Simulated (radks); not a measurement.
These are the eigenvalues of the occupied orbitals of an atom or ion with whole-number occupations (hartree). All-electron calculation, Dirac Kohn-Sham, SOGGA, spin-unpolarised, spherical densities, finite nucleus; Fermi nuclear charge, rms radius of each element as measured or else 0.836 A^(1/3) + 0.57 fm. Program: a radial shooting solver on a logarithmic mesh with Libxc functionals.

| orbital | eigenvalue |
|---|---|
| 1s1/2 | -1422.238 |
| 2s1/2 | -226.4367 |
| 2p1/2 | -213.5999 |
| 2p3/2 | -198.4285 |
| 3s1/2 | -48.52838 |
| 3p1/2 | -43.11112 |
| 3p3/2 | -40.15474 |
| 3d3/2 | -30.65174 |
| 3d5/2 | -30.01905 |
| 4s1/2 | -9.90036 |
| 4p1/2 | -7.90678 |
| 4p3/2 | -7.27646 |
| 4d3/2 | -4.00584 |
| 4d5/2 | -3.89643 |
| 5s1/2 | -1.56479 |
| 5p1/2 | -1.02709 |
| 5p3/2 | -0.93601 |
| 5d3/2 | -0.26359 |
| 5d5/2 | -0.25643 |

Which element is it, and in what charge state? The configuration may be excited. Open shells, if any, are shared by 2j + 1.

Answer. Z = 57, lanthanum, charge +1: La+ in [Xe] 5d2. The list shows which subshells hold electrons but not how many an open one holds; the 1s level, -1422.2 hartree, gives Z - s = 53.3 by -(Z - s)^2/2, which with screening and relativity narrows Z to a few neighbours, and the depths of the outer levels then fix element, charge and occupations together.
